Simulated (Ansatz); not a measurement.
`C[O][In]([F])[F]` and `[CH3][In]([F])[F]` differ in one atom or group.

Ansatz, PBE0-D4/def2-TZVP geometries, multiplicity 1. Each molecule was computed in one conformer, which needn't be the lowest.

Elements past krypton have def2 core potentials.

```tsv
property	`C[O][In]([F])[F]`
size of the dipole moment (B3LYP/def2-TZVPP) / D	2.56
HOMO energy (PBE0/def2-TZVPP) / eV	-8.52
size of the dipole moment (PBE/def2-TZVPP) / D	2.53
LUMO energy (PBE/def2-TZVPP) / eV	-3.71
LUMO energy (PBE0/def2-TZVPP) / eV	-2.78
HOMO–LUMO gap (PBE/def2-TZVPP) / eV	3.25
```

Question: What does the change do to each property? (Best estimate.)

Answer: The calculation gave: 
```json
{"property": "size of the dipole moment (B3LYP/def2-TZVPP) / D", "`[CH3][In]([F])[F]`": "4.65", "shift": "2.09"}
{"property": "HOMO energy (PBE0/def2-TZVPP) / eV", "`[CH3][In]([F])[F]`": "-9.23", "shift": "-0.71"}
{"property": "size of the dipole moment (PBE/def2-TZVPP) / D", "`[CH3][In]([F])[F]`": "4.45", "shift": "1.92"}
{"property": "LUMO energy (PBE/def2-TZVPP) / eV", "`[CH3][In]([F])[F]`": "-2.58", "shift": "1.13"}
{"property": "LUMO energy (PBE0/def2-TZVPP) / eV", "`[CH3][In]([F])[F]`": "-1.68", "shift": "1.10"}
{"property": "HOMO–LUMO gap (PBE/def2-TZVPP) / eV", "`[CH3][In]([F])[F]`": "5.15", "shift": "1.90"}
```

With PBE0 the HOMO falls by 0.71 eV and the LUMO rises by 1.10 eV, so the gap widens by about 1.81 eV. PBE moves the HOMO by -0.78 eV and ωB97M-V by -0.55 eV. Dipoles are sizes alone; their direction can turn.

B3LYP here is the variant with VWN-RPA as its local correlation; programs differ in this.
